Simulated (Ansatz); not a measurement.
Geometry optimisation, RKS PBE/def2-SVP (Ansatz).

input.yaml

```yaml
crystal:
  periodic: [false, false, false]
  atoms:
    - { symbol: Sn, position_ang: [0.0, 0.0, 0.0] }
    - { symbol: H, position_ang: [0.0, 0.0, 1.74] }
    - { symbol: Cl, position_ang: [2.2726, 0.0, -0.8025] }
    - { symbol: H, position_ang: [-0.8195, 1.4198, -0.5794] }
    - { symbol: H, position_ang: [-0.8195, -1.4198, -0.5794] }
basis:
  gaussian: { orbitals: def2-SVP }
hamiltonian:
  xc: pbe
relax:
  f_tol: 0.02
  max_steps: 40
output:
  orbitals: {}
```

Launched with:

```bash
$ ansatz run input.yaml --threads 1 --pin off --max-ram 2048MiB --backend cpu --events-out ev --progress --plain --runs-dir out
```

Question: Where does it end, and by what steps?

Answer: It converged. After 3 steps the energy has fallen by 0.035 eV; Cl3 moved furthest, 0.08 Å.

```csv
step,energy less start (eV),largest force component (eV/Å),accepted
0,0.0000,0.463,yes
1,0.0176,0.444,no
2,-0.0343,0.051,yes
3,-0.0346,0.006,yes
```

```xyz
5
Properties=species:S:1:pos:R:3
Sn -0.046 0.000 0.017
H 0.046 0.000 1.739
Cl 2.196 0.000 -0.776
H -0.781 1.433 -0.601
H -0.781 -1.433 -0.601
```

Whether the end is a true minimum wasn't checked by a vibrational analysis.

Run time: 6.2 s on 1 thread of Arm Neoverse V1, with other jobs on the host, peak memory 0.11 GiB.
